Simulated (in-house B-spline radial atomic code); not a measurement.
The numbers below are computed, except where a source is named.
# Softness against transferability: the 5s channel of Rh

Rh, [Kr] 4d8 5s1, non-relativistic PBE, spherical and spin-unpolarised, from an all-electron radial atomic-structure program (B-spline basis) (atomic units). The all-electron 5s level is ε = -0.144591 hartree, its outermost node lies just inside 1.24 bohr and its outer maximum at 2.76 bohr.

Troullier-Martins pseudo-orbitals are made for several radii. The cutoffs (hartree) are the plane-wave energies beyond which the orbital holds less than the named kinetic energy per electron. The phase error is the difference, pseudo minus all-electron, of arctan(R P'/P) at R = 3.9 bohr for all radii, half a hartree below and above the level.

```tsv
r_c (bohr)	V_l(0) (hartree)	cutoff for 10 mEh	for 1 mEh	for 0.1 mEh	phase error at ε − 0.5 (mrad)	at ε + 0.5 (mrad)
2.07	-1.00	2.16	8.49	22.3	-0.4	-16.3
2.4	1.45	1.84	5.51	8.65	-0.3	-7.8
2.76	1.33	1.84	5.25	8.32	-0.3	-8.9
3.12	0.70	1.55	3.28	7.07	-0.7	-19.0
3.48	0.29	1.28	2.42	5.78	-1.5	-42.6
3.6	0.20	1.16	2.25	5.51	-2.0	-54.5
```

Question: Which radius needs the lowest cutoff for 0.1 mEh while both phase errors stay within 19.1 mrad?

Answer: The radii within that limit are 2.07, 2.4, 2.76, 3.12 bohr; of these r_c = 3.12 needs the least, 7.07 hartree, that is 14.1 Ry or 192 eV.

Question: What does the larger radius buy, and what does it cost?

Answer: From r_c = 2.07 to 3.6 bohr the cutoff for 1 mEh goes from 8.49 to 2.25 hartree, a factor of 3.77, against 3.02 for a pure 1/r_c² scaling, end to end; step by step it is 8.49, 5.51, 5.25, 3.28, 2.42, 2.25, and for 0.1 mEh 22.3, 8.65, 8.32, 7.07, 5.78, 5.51; the number of plane waves goes as the cutoff to the power 3/2, here a factor of 7.3. The larger of the two phase errors is least at r_c = 2.4 bohr, 7.8 mrad; it is 16.3 at the smallest radius and 54.5 at the largest. These errors test the reference atom alone. The smallest radius lies well inside the outer maximum, where the nodeless form must bend sharply to keep the norm, so it is both harder and scatters less well than the next. Large radii also let the cores of neighbours overlap, which an atom doesn't show.
